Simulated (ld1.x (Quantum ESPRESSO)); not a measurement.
# cobalt (Co): one change to a TM semilocal potential, before and after

ld1.x (Quantum ESPRESSO) 7.5 input, shortened:

```
&input
   title='Co', zed=27., rel=1, dft='PZ', iswitch=3,
   config='[Ar] 3d7 4s2 4p0'
 /
 &inputp
   pseudotype=1, tm=.true., lloc=0,
   nlcc=.false.
 /
3
3P  2  1   6.00   0.00  1.35  1.35  0.0
3D  3  2   7.00   0.00  1.50  1.50  0.0
3S  1  0   2.00   0.00  0.85  0.85  0.0
 &test
   configts(1)='3s2 3p6 3d7 4s2 4p0'
 /
```

Occupied shells without a wave of their own: 4s. They enter only through the test configuration that unscreens the potential.

All-electron outer shells of the reference configuration (LDA (PZ), scalar-relativistic, ld1.x):

```tsv
shell	level (eV)	outermost node (bohr)	outermost maximum (bohr)
2s	-897.10	0.08	0.21
2p	-769.46	–	0.17
3s	-101.87	0.31	0.67
3p	-65.51	0.28	0.68
3d	-8.46	–	0.66
4s	-5.68	0.96	2.29
4p	-1.39	1.05	3.21
```

Change: all radii scaled by about 0.88 (s 0.74, p 1.18, d 1.32 bohr).

Cutoffs: the cutoffs (Ry, on a coarse ladder) from which the occupation-weighted sum of valence levels, in a spherical-Bessel basis at the reference potential, stays within 10 and 1 mRy of its value at 400 Ry; they do not see the model core or the augmentation charge, which bear on the density cutoff. Errors are all-electron minus pseudo energies relative to the spin-unpolarised reference configuration.

Predict the effect on cutoff, ghosts and configuration errors.

Of the 9 tests that both files solve, the error grows in 3 and shrinks in 5 by more than 15 % and 0.3 meV (median size 110.4 → 109.2 meV); neither file shows a bound ghost. A semilocal file is local in each channel, so a ghost entry of none says nothing of the separable form that plane-wave codes build from it.

```csv
quantity,base,changed
"cutoff, loose",200 Ry,230 Ry
"cutoff, tight",over 300 Ry,over 300 Ry
loose cutoff by channel (10 mRy a level),"p 60 Ry, d 100 Ry, s 180 Ry","p 70 Ry, d 120 Ry, s 200 Ry"
bound ghosts,none,none
"largest miss of a reference level, eV",0.08,0.05
"error for 3s2 3p6 3d7 4s1 4p0, meV [ΔE 9.30 eV]",-110,-63
"error for 3s2 3p6 3d7 4s0 4p0, meV [ΔE 26.38 eV]",-279,-158
"error for 3s2 3p6 3d6 4s0 4p0, meV [ΔE 62.57 eV]",-492,-279
"error for 3s2 3p6 3d6 4s2 4p0, meV [ΔE 15.46 eV]",-5.0,-4.7
"error for 3s1 3p6 3d7 4s2 4p0, meV [ΔE 109.99 eV]",-217,-109
"error for 3s2 3p6 3d7 4s1.5 4p0, meV [ΔE 3.72 eV]",-48,-28
"error for 3s2 3p6 3d6 4s2 4p1, meV [ΔE 9.77 eV]",+18,+35
"error for 3s2 3p6 3d7 4s2 4p0 (spin-polarised), meV [ΔE -1.98 eV]",+160,+192
"error for 3s2 3p6 3d7 4s1 4p0 (spin-polarised), meV [ΔE 6.72 eV]",+61,+140
```

Base: The 4s level has no wave, so the channel is fitted at the deeper level alone: the likely source of the large errors. Changed file: The 4s level has no wave, so the channel is fitted at the deeper level alone: the likely source of the large errors.
